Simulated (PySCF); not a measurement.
## A small calculation by hand: entropy of an ideal gas

Si(CCH)(F)2(H) (C₂H₂F₂Si), SMILES F[SiH](C#C)F.

Geometry: PBE-D3(BJ)/def2-SVP.

PBE-D3(BJ)/def2-SVP in PySCF gives the harmonic wavenumbers 126, 163, 284, 338, 402, 636, 714, 716, 799, 806, 876, 952, 2098, 2261, 3387 cm⁻¹ and the rotational temperatures 0.3168, 0.1361, 0.1046 K. The molar mass is 92.12 g/mol, the symmetry number 1, the spin multiplicity 1.

Question: Work out the entropy at 298.15 K and 1 atm in the rigid-rotor, harmonic-oscillator model.

Answer: 
Translation (Sackur–Tetrode at 1 atm): S = R[1.5 ln M + 2.5 ln T − 1.16487] = 165.2 J/(mol K).
Rotation: q = (√π/σ) T^1.5/√(θA θB θC) = 136000, S = R[ln q + 3/2] = 110.7 J/(mol K).
Vibration: with u = 1.4388 ν/T, each mode gives R[u/(e^u − 1) − ln(1 − e^−u)]:
```tsv
ν (cm⁻¹)	modes	u	S (J/(mol K))
126	1	0.61	12.58
163	1	0.79	10.52
284	1	1.37	6.32
338	1	1.63	5.11
402	1	1.94	4.00
636	1	3.07	1.64
714	1	3.45	1.21
716	1	3.46	1.20
799	1	3.86	0.87
806	1	3.89	0.85
876	1	4.23	0.64
952	1	4.59	0.47
```
The stiffer modes add less than 0.005 each. Sum 45.4 J/(mol K).
Spin: R ln 1 = 0.0 J/(mol K).
Total 321.3 J/(mol K); the program's own thermochemistry gives 321.3. Translation makes up 51 % and vibration 14 %. Anharmonicity, hindered rotation and orbital degeneracy are left out.
